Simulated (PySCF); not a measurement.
# Computed records: CH5FSi2

Calculation on a computer-drawn molecule: the log of a Hartree-Fock and frozen-core CCSD(T) single point meant for a local Hartree-Fock minimum, with one planted fault or none, to be diagnosed. Offsets are logged minus clean, where the clean run is the same molecule without the fault. The reference is restricted for singlets and unrestricted otherwise, and also for a bond in bohr or an excited solution. Adding or removing an electron swaps singlet and doublet. The excited solution moves the top pair (singlet) or top alpha electron (doublet) to the lowest empty orbital. Highest occupied and lowest empty are orbital energies over both spins, largest force is the largest gradient component, triples share is (T) over the correlation energy, the T1 limit is 0.02 restricted and 0.045 unrestricted, electrons count all cores, a negative frequency is imaginary (commonest isotopes), and the dipole is about the centre of nuclear charge. Program: PySCF 2.14.0.

Common to all runs: meant charge 0; meant multiplicity 1; meant basis cc-pV(D+d)Z; logged electrons 48; logged basis functions 99; logged SCF converged yes; logged spin squared 0; possible faults no fault, one electron removed, one electron added, multiplicity raised by two, geometry at a saddle point, SCF held on an excited solution, minimal basis STO-3G, one bond length entered in bohr, all coordinates scaled.

(1) 
```xyz
9
formula=CH5FSi2 logged_highest_occupied=-6.0959 logged_lowest_empty=-2.4765 logged_largest_force=0.068713 logged_dipole_magnitude=2.0607 logged_SCF_stable_within_its_kind=no logged_energy_HF=-717.88637 planted_fault=SCF_held_on_an_excited_solution HF_energy_offset_from_clean_run=135.9
F     -0.5977     0.6845    -3.2302
Si    -0.0865     1.3443    -1.8431
C      1.1306     2.7079    -2.2098
Si     2.1287     3.4254    -0.7478
H     -1.2716     1.8666    -1.1422
H      0.5286     0.2513    -1.0639
H      1.8004     2.4068    -3.0207
H      0.5260     3.5529    -2.5798
H      0.9315     3.6623     0.1608
```

Units: logged_highest_occupied, logged_lowest_empty in eV; logged_largest_force in hartree/bohr; logged_dipole_magnitude in debye; logged_energy_HF in hartree; HF_energy_offset_from_clean_run in kcal/mol.

Drawn bonds:
```csv
atom,other atom,order
1,2,1
2,3,1
3,4,1
2,5,1
2,6,1
3,7,1
3,8,1
4,9,1
```

Notes: coupled-cluster numbers left out as unreliable.

(2) 
```xyz
9
formula=CH5FSi2 logged_highest_occupied=-9.1915 logged_lowest_empty=0.15869 logged_largest_force=0.054407 logged_T1_diagnostic=0.01412 logged_D1_diagnostic=0.032177 logged_triples_share=0.026109 logged_CC_converged=yes logged_dipole_magnitude=2.2229 logged_SCF_stable_within_its_kind=yes logged_energy_HF=-718.06052 logged_energy_CCSD(T)=-718.64805 planted_fault=all_coordinates_scaled,by_+7.9_% HF_energy_offset_from_clean_run=26.63 CCSD(T)_energy_offset_from_clean_run=19.8
F     -0.6449     0.7385    -3.4854
Si    -0.0934     1.4505    -1.9887
C      1.2199     2.9218    -2.3843
Si     2.2968     3.6960    -0.8069
H     -1.3720     2.0141    -1.2324
H      0.5704     0.2712    -1.1479
H      1.9426     2.5969    -3.2594
H      0.5675     3.8335    -2.7836
H      1.0050     3.9516     0.1736
```

Units: logged_highest_occupied, logged_lowest_empty in eV; logged_largest_force in hartree/bohr; logged_dipole_magnitude in debye; logged_energy_HF, logged_energy_CCSD(T) in hartree; HF_energy_offset_from_clean_run, CCSD(T)_energy_offset_from_clean_run in kcal/mol.

Drawn bonds:
```csv
atom,other atom,order
1,2,1
2,3,1
3,4,1
2,5,1
2,6,1
3,7,1
3,8,1
4,9,1
```
